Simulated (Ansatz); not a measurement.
A short molecular-dynamics run on SnBrH3 (SnH3Br).

```yaml
crystal:
  periodic: [false, false, false]
  atoms:
    - {symbol: Sn, position_ang: [-0.001117, 0.001977, -0.210533]}
    - {symbol: Br, position_ang: [0.012518, -0.021128, 2.277667]}
    - {symbol: H, position_ang: [1.627262, 0.011186, -0.698069]}
    - {symbol: H, position_ang: [-0.823468, 1.416431, -0.671424]}
    - {symbol: H, position_ang: [-0.815195, -1.408465, -0.697642]}
basis:
  gaussian: {orbitals: def2-SVP}
hamiltonian: {xc: {name: BLYP}, dispersion: d4}
md: {timestep: 2 fs, n_steps: 15, ensemble: nvt_langevin, temperature: 1500, initial_velocities: maxwell_boltzmann, friction: 0.01, seed: 581}
scf: {omitted_lower_state_checks: [starts]}
```

```sh
$ ansatz run in.yaml --threads 4 --pin off --events-out ev --progress --plain --max-ram 3916MiB
```

```csv
step,time (fs),potential energy (eV),kinetic (eV),T (K)
0,0.0,-75917.5522,0.7756,1200
1,2.0,-75917.4318,0.6767,1047
2,4.0,-75917.3493,0.4893,757
3,6.0,-75917.3950,0.5400,835
4,8.0,-75917.3748,0.5681,879
5,10.0,-75917.2330,0.4421,684
6,12.0,-75917.0848,0.2749,425
7,14.0,-75917.0489,0.2546,394
8,16.0,-75917.1297,0.3523,545
9,18.0,-75917.1543,0.3455,535
10,20.0,-75917.0567,0.3541,548
11,22.0,-75917.0565,0.3585,555
12,24.0,-75917.1590,0.4230,655
13,26.0,-75917.1570,0.3727,577
14,28.0,-75917.1016,0.3103,480
15,30.0,-75917.0820,0.3774,584
```

Velocities are drawn at the set temperature; a run this short doesn't reach equilibrium. Under Langevin dynamics the printed temperature counts 3N degrees of freedom, so it starts below the set value.

In the def2 sets Sn takes a core potential; there is no spin–orbit coupling.

Frames (Å, forces in eV/Å):

```xyz
5
time=0.0 fs
Sn   -0.001    0.002   -0.211   -0.002    0.003   -0.295
Br    0.013   -0.021    2.278    0.004   -0.007    0.722
H     1.627    0.011   -0.698    0.367    0.002   -0.144
H    -0.823    1.416   -0.671   -0.185    0.319   -0.139
H    -0.815   -1.408   -0.698   -0.184   -0.318   -0.144
5
time=2.0 fs
Sn    0.000    0.002   -0.206    1.614    0.874   -0.079
Br    0.009   -0.025    2.271   -0.055   -0.094    0.872
H     1.705    0.001   -0.644   -0.384   -0.046    0.006
H    -0.735    1.447   -0.622   -0.329    0.705   -0.244
H    -0.830   -1.261   -0.783   -0.846   -1.439   -0.554
5
time=4.0 fs
Sn    0.000    0.002   -0.203    2.218    1.079   -0.152
Br    0.006   -0.029    2.266   -0.120   -0.176    0.975
H     1.762    0.008   -0.598   -0.839   -0.119    0.054
H    -0.659    1.490   -0.594   -0.318    0.754   -0.230
H    -0.866   -1.165   -0.896   -0.941   -1.537   -0.647
5
time=6.0 fs
Sn    0.001    0.002   -0.201    1.574    0.830   -0.764
Br    0.003   -0.033    2.261   -0.174   -0.253    1.040
H     1.775    0.023   -0.561   -0.856   -0.207    0.010
H    -0.594    1.557   -0.564   -0.189    0.358   -0.135
H    -0.925   -1.122   -1.029   -0.355   -0.729   -0.152
5
time=8.0 fs
Sn    0.003    0.002   -0.201    0.519    0.925   -1.397
Br   -0.002   -0.038    2.257   -0.212   -0.333    1.107
H     1.742    0.043   -0.534   -0.462   -0.294   -0.089
H    -0.533    1.646   -0.515   -0.058   -0.268   -0.053
H    -0.978   -1.090   -1.167    0.212   -0.030    0.432
5
time=10.0 fs
Sn    0.004    0.003   -0.201   -0.331    1.108   -1.853
Br   -0.006   -0.042    2.254   -0.245   -0.405    1.167
H     1.705    0.054   -0.519    0.028   -0.356   -0.185
H    -0.470    1.722   -0.463   -0.025   -0.711   -0.042
H    -1.014   -1.052   -1.306    0.572    0.363    0.912
5
time=12.0 fs
Sn    0.006    0.005   -0.201   -0.962    1.299   -2.041
Br   -0.007   -0.044    2.252   -0.269   -0.462    1.211
H     1.668    0.041   -0.511    0.568   -0.379   -0.278
H    -0.422    1.769   -0.413   -0.027   -0.910   -0.072
H    -1.028   -0.992   -1.415    0.690    0.452    1.180
5
time=14.0 fs
Sn    0.005    0.008   -0.203   -1.204    1.382   -1.946
Br   -0.009   -0.046    2.251   -0.282   -0.515    1.225
H     1.643    0.014   -0.512    0.929   -0.380   -0.336
H    -0.398    1.771   -0.359   -0.047   -0.797   -0.142
H    -1.019   -0.905   -1.472    0.603    0.310    1.199
5
time=16.0 fs
Sn    0.000    0.012   -0.206   -0.624    1.312   -1.563
Br   -0.009   -0.048    2.250   -0.286   -0.565    1.217
H     1.648   -0.022   -0.521    0.739   -0.355   -0.291
H    -0.388    1.734   -0.302   -0.098   -0.343   -0.234
H    -0.991   -0.807   -1.464    0.269   -0.049    0.871
5
time=18.0 fs
Sn   -0.005    0.018   -0.209    0.490    1.121   -0.869
Br   -0.008   -0.050    2.250   -0.277   -0.607    1.217
H     1.669   -0.065   -0.536    0.289   -0.284   -0.199
H    -0.396    1.682   -0.250   -0.168    0.375   -0.305
H    -0.964   -0.715   -1.413   -0.333   -0.605    0.156
5
time=20.0 fs
Sn   -0.011    0.025   -0.213    1.644    1.104   -0.119
Br   -0.007   -0.050    2.248   -0.251   -0.639    1.223
H     1.691   -0.106   -0.566   -0.184   -0.185   -0.096
H    -0.425    1.649   -0.211   -0.174    0.901   -0.323
H    -0.968   -0.631   -1.356   -1.034   -1.181   -0.685
5
time=22.0 fs
Sn   -0.017    0.033   -0.217    1.865    1.152   -0.149
Br   -0.008   -0.049    2.246   -0.218   -0.643    1.189
H     1.705   -0.149   -0.604   -0.549   -0.096   -0.012
H    -0.461    1.659   -0.194   -0.046    0.784   -0.327
H    -1.030   -0.586   -1.332   -1.051   -1.197   -0.702
5
time=24.0 fs
Sn   -0.023    0.041   -0.219    1.096    0.997   -0.969
Br   -0.008   -0.049    2.246   -0.191   -0.617    1.125
H     1.712   -0.190   -0.641   -0.808   -0.035    0.050
H    -0.478    1.699   -0.197    0.113    0.315   -0.337
H    -1.142   -0.595   -1.348   -0.211   -0.660    0.132
5
time=26.0 fs
Sn   -0.027    0.049   -0.222    0.243    0.930   -1.629
Br   -0.009   -0.050    2.245   -0.165   -0.582    1.059
H     1.700   -0.227   -0.684   -0.861    0.001    0.099
H    -0.481    1.750   -0.214    0.236   -0.167   -0.328
H    -1.254   -0.621   -1.380    0.547   -0.182    0.799
5
time=28.0 fs
Sn   -0.029    0.057   -0.226   -0.593    0.990   -1.879
Br   -0.010   -0.051    2.245   -0.138   -0.545    0.965
H     1.647   -0.262   -0.729   -0.555   -0.014    0.077
H    -0.484    1.793   -0.236    0.324   -0.532   -0.302
H    -1.338   -0.648   -1.412    0.962    0.101    1.139
5
time=30.0 fs
Sn   -0.030    0.064   -0.232   -1.449    0.997   -1.770
Br   -0.013   -0.051    2.245   -0.103   -0.504    0.843
H     1.564   -0.301   -0.778    0.063   -0.096   -0.042
H    -0.490    1.809   -0.262    0.366   -0.644   -0.269
H    -1.393   -0.677   -1.407    1.122    0.247    1.238
```

It took 71 s on 4 threads of Intel Xeon on a shared host.
